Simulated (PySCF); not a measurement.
## Relaxation of singlet AsSe₂⁻

Computed with PBE0/[As def2-SVPD, Se def2-SVPD], no relativity, density fitting, PySCF. A (50,194) grid was used.

A hand-made linear start, of D∞h symmetry, held to at least that symmetry:

```xyz
3
charge -1 multiplicity 1, angstrom
As    0.0000    0.0000    0.0000
Se    0.0000    0.0000    2.2100
Se    0.0000    0.0000   -2.2100
```

Task: What forces act on the atoms at the start (eV/Å)?

Result: 
| atom | Fx | Fy | Fz |
| --- | --- | --- | --- |
| As1 | 0.00 | 0.00 | 0.00 |
| Se2 | 0.00 | 0.00 | 2.84 |
| Se3 | 0.00 | 0.00 | -2.84 |

Task: What does it relax to?

Result: It ends at D∞h with As–Se 2.365 Å (×2); Se–As–Se 180.0°. A frequency run shows 2 imaginary modes (one degenerate set), down to 255i cm⁻¹, so it is a higher-order saddle point. Other isomers or separated fragments may lie lower.

Task: How much energy is released, and in how many steps?

Result: 38.6 kJ/mol in 4 steps.
